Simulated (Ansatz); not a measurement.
Isomers of C4H4, B3LYP-D3(BJ)/def2-TZVP minima from an xTB search, which can miss the lowest.
Isomer 1, SMILES C#CC=C (charge 0, multiplicity 1):
```xyz
8

C      1.7301     1.1712    -0.3693
C      0.6632     0.6884    -0.0944
C     -0.6085     0.1539     0.2414
C     -0.9459    -1.1294     0.1054
H      2.6752     1.5890    -0.6147
H     -1.3331     0.8617     0.6324
H     -1.9332    -1.4747     0.3799
H     -0.2478    -1.8601    -0.2809
```
Isomer 2, SMILES C=C=C=C (charge 0, multiplicity 1):
```xyz
8

C     -1.9409    -0.0180    -0.1388
C     -0.6309    -0.0057    -0.2036
C      0.6309     0.0057    -0.2665
C      1.9409     0.0180    -0.3314
H     -2.5362    -0.5846    -0.8460
H     -2.4741     0.5379     0.6243
H      2.4740    -0.5375    -1.0948
H      2.5362     0.5841     0.3762
```

Frozen-core correlation. MP2 and its Hartree–Fock in cc-pVQZ are density fitted.

The values were computed with Ansatz (Gaussian basis) for Hartree–Fock, density functionals and correlated methods. Values without a source in brackets are computed.

The energy of isomer 2 above isomer 1 is E(isomer 2) − E(isomer 1). Total energies (hartree):

```tsv
level	isomer 2	isomer 1
HF/cc-pVTZ	-153.7465111	-153.7642487
MP2/cc-pVTZ	-154.3690012	-154.3870837
HF/cc-pVQZ	-153.7561741	-153.7739289
MP2/cc-pVQZ	-154.4173204	-154.4354624
CCSD(T)/cc-pVTZ	-154.4307823	-154.4438950
```

### Question
Work out the energy of isomer 2 above isomer 1 at the basis-set limit: extrapolate the MP2 correlation part as X⁻³, take Hartree–Fock from the larger set, and add the CCSD(T) − MP2 difference of cc-pVTZ.

### Answer

1. Differences (1 hartree = 627.509 kcal/mol): HF/cc-pVTZ 11.131; MP2/cc-pVTZ 11.347; HF/cc-pVQZ 11.141; MP2/cc-pVQZ 11.384; CCSD(T)/cc-pVTZ 8.228.
2. Correlation parts, MP2 less HF: 0.216 in cc-pVTZ (X = 3), 0.243 in cc-pVQZ (X = 4).
3. Limit (4³·(0.243) − 3³·(0.216))/(4³ − 3³) = 0.262; with HF/cc-pVQZ it gives 11.404.
4. CCSD(T) less MP2 in cc-pVTZ: -3.119.
Result: 8.29 kcal/mol, against 11.35 at MP2/cc-pVTZ. It is an estimate of this method's limit, not of the exact value.

Ansatz is a quantum-chemistry and plane-wave program.
